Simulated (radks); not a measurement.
Neutral tellurium inside a hard spherical wall (all orbitals vanish at R), configuration held at [Kr] 4d10 5s2 5p4 and not refilled when levels cross. Method: scalar-relativistic Kohn-Sham, PBE, spin-polarised, spherical densities, finite nucleus; open shells are filled with parallel spins first (spin-orbit coupling, left out, can overturn this in heavy ions); Fermi nuclear charge, rms radius 4.7423 fm; computed with a radial shooting solver on a logarithmic mesh with Libxc functionals. Eigenvalues in eV for spin up, with the zero of energy where the potential of the charges vanishes at infinity; a dash marks a level that is unbound or too diffuse for the functional's potential to be trusted. A positive occupied level is held by the wall or, in an anion where self-interaction has pushed it up, behind a barrier. The pressure on the wall is -dE/dV.

| R (bohr) | E (hartree) | kinetic (hartree) | e(4p) | e(4d) | e(5s) | e(5p) | e(6s, empty) | e(5d, empty) | pressure (GPa) |
|---|---|---|---|---|---|---|---|---|---|
| free | -6794.29625 | 7118.267 | -114.36 | -41.643 | -15.603 | -6.468 | - | - | 0 |
| 12 | -6794.29624 | 7118.268 | -114.36 | -41.641 | -15.602 | -6.467 | -0.402 | 1.195 | 0.000258 |
| 10 | -6794.29608 | 7118.269 | -114.34 | -41.627 | -15.590 | -6.455 | -0.042 | 1.569 | 0.00520 |
| 8 | -6794.29392 | 7118.289 | -114.22 | -41.502 | -15.488 | -6.356 | 1.110 | 2.396 | 0.112 |
| 3 | -6791.74264 | 7128.744 | -95.544 | -23.606 | 2.679 | 16.470 | 80.578 | 40.773 | 1120 |
| 2 | -6776.67476 | 7181.069 | -56.803 | 14.978 | 72.744 | 99.222 | 292.75 | 145.21 | 23400 |
| 1.5 | -6732.18660 | 7319.895 | 10.047 | 88.645 | 245.01 | 286.08 | 690.15 | 346.52 | 182000 |
